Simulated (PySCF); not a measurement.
H₆Al₂O₄Si, singlet, at a GFN2-xTB geometry (such geometries of metal compounds can be far from the true shape), atoms displaced at random by about 0.03 Å a coordinate; R2SCAN/STO-3G, gradient (PySCF).

Here is a job for PySCF.
```python
from pyscf import gto, scf, dft

mol = gto.M(
    atom='''
Al   -2.07115074   -0.09287331   -0.03223148
O    -1.95509519    0.75751613   -1.43338657
O    -3.42709154   -0.47233544    0.71856773
Si    0.01808619   -0.66545756    0.96763510
Al    2.10513661    0.14099972   -0.13667336
O     2.87987355   -0.82371999   -1.06011490
O     2.41170722    1.76266273    0.17185999
H    -1.93564341    1.25740880   -2.23848081
H    -4.26382332   -0.84859231    1.11483703
H     0.17434804   -2.18783507    1.13184913
H     0.01878481   -0.29514599    2.40901842
H     3.34918550   -1.44555561   -1.64812438
H     2.65733312    2.68022097    0.36817749
''',
    basis='sto-3g',
    verbose=4,
)

mf = dft.RKS(mol)
mf.xc = 'r2scan'
mf.kernel()
g = mf.nuc_grad_method()
grad = g.kernel()
```

### Question
Write the output that PySCF gives for this input, abridged.

### Answer

```
PySCF version 2.14.0

[INPUT] verbose = 4
[INPUT] num. atoms = 13
[INPUT] num. electrons = 78
[INPUT] charge = 0
[INPUT] spin (= nelec alpha-beta = 2S) = 0
[INPUT] symmetry False subgroup None
[INPUT] Mole.unit = angstrom
[INPUT] Symbol           X                Y                Z      unit          X                Y                Z       unit  Magmom
[...]
nuclear repulsion = 475.30825546402
number of shells = 33
number of NR pGTOs = 159
number of NR cGTOs = 53
basis = sto-3g
ecp = {}

******** <class 'pyscf.dft.rks.RKS'> ********
method = RKS
initial guess = minao
damping factor = 0
level_shift factor = 0
DIIS = <class 'pyscf.scf.diis.CDIIS'>
diis_start_cycle = 1
diis_space = 8
diis_damp = 0
SCF conv_tol = 1e-09
SCF conv_tol_grad = None
SCF max_cycles = 50
direct_scf = True
direct_scf_tol = 1e-13
XC library pyscf.dft.libxc version 7.1.2
    S. Lehtola, C. Steigemann, M. J. T. Oliveira, and M. A. L. Marques,  SoftwareX 7, 1–5 (2018)
XC functionals = r2scan
    J. W. Furness, A. D. Kaplan, J. Ning, J. P. Perdew, and J. Sun,  J. Phys. Chem. Lett. 11, 8208–8215 (2020)
    J. W. Furness, A. D. Kaplan, J. Ning, J. P. Perdew, and J. Sun,  J. Phys. Chem. Lett. 11, 9248–9248 (2020)
    J. W. Furness, A. D. Kaplan, J. Ning, J. P. Perdew, and J. Sun,  J. Phys. Chem. Lett. 11, 8208–8215 (2020)
    J. W. Furness, A. D. Kaplan, J. Ning, J. P. Perdew, and J. Sun,  J. Phys. Chem. Lett. 11, 9248–9248 (2020)
radial grids:
    Treutler-Ahlrichs [JCP 102, 346 (1995); DOI:10.1063/1.469408] (M4) radial grids

becke partition: Becke, JCP 88, 2547 (1988); DOI:10.1063/1.454033
pruning grids: <function nwchem_prune>
grids dens level: 3
symmetrized grids: False
atomic radii adjust function: <function treutler_atomic_radii_adjust>
small_rho_cutoff = 0
Set gradient conv threshold to 3.16228e-05
Initial guess from minao.
tot grids = 172720
init E= -1065.53995365152
[...]
cycle= 1 E= -1064.7676852378  delta_E= 0.772  |g|= 1.17  |ddm|= 4.44
[...]
cycle= 2 E= -1064.06927240272  delta_E= 0.698  |g|= 1.95  |ddm|= 4.16
[...]
cycle= 3 E= -1065.2444255223  delta_E= -1.18  |g|= 0.219  |ddm|= 3.02
[...]
cycle= 4 E= -1065.26174912718  delta_E= -0.0173  |g|= 0.124  |ddm|= 0.659
[...]
cycle= 5 E= -1065.26711228363  delta_E= -0.00536  |g|= 0.0283  |ddm|= 0.22
[...]
cycle= 6 E= -1065.26741622868  delta_E= -0.000304  |g|= 0.0078  |ddm|= 0.0603
[...]
cycle= 7 E= -1065.26744092071  delta_E= -2.47e-05  |g|= 0.00103  |ddm|= 0.0152
[...]
cycle= 8 E= -1065.26744140342  delta_E= -4.83e-07  |g|= 0.000206  |ddm|= 0.00292
[...]
cycle= 9 E= -1065.26744142202  delta_E= -1.86e-08  |g|= 8.26e-05  |ddm|= 0.000539
[...]
cycle= 10 E= -1065.26744142426  delta_E= -2.23e-09  |g|= 2.48e-05  |ddm|= 0.00017
[...]
cycle= 11 E= -1065.26744142451  delta_E= -2.47e-10  |g|= 4.59e-06  |ddm|= 4.99e-05
[...]
Extra cycle  E= -1065.26744142451  delta_E= -9.09e-13  |g|= 5.77e-06  |ddm|= 1.63e-05
converged SCF energy = -1065.26744142451

******** <class 'pyscf.grad.rks.Gradients'> for <class 'pyscf.dft.rks.RKS'> ********
unit = Eh/Bohr
grid_response = False
--------------- RKS gradients ---------------
         x                y                z
0 Al    -0.0392952992    -0.0056713218     0.0147985929
1 O     0.0042971398     0.0425455260    -0.0681145859
2 O     0.0209461825    -0.0014663552    -0.0064098058
3 Si    -0.0234458893     0.0120536232     0.0108628934
4 Al     0.0678790442    -0.0693921815    -0.0726553055
5 O    -0.0286095085     0.0228406347     0.0297212951
6 O     0.0157009856     0.0717135672     0.0195691109
7 H     0.0052071578    -0.0230450205     0.0361684872
8 H    -0.0150669515    -0.0050083710     0.0109973571
9 H     0.0066478744    -0.0312452854     0.0072304832
10 H     0.0004587386    -0.0008354253     0.0145925587
11 H    -0.0038323610     0.0014034682     0.0030313158
12 H    -0.0105664531    -0.0132758457    -0.0018146096
----------------------------------------------
```
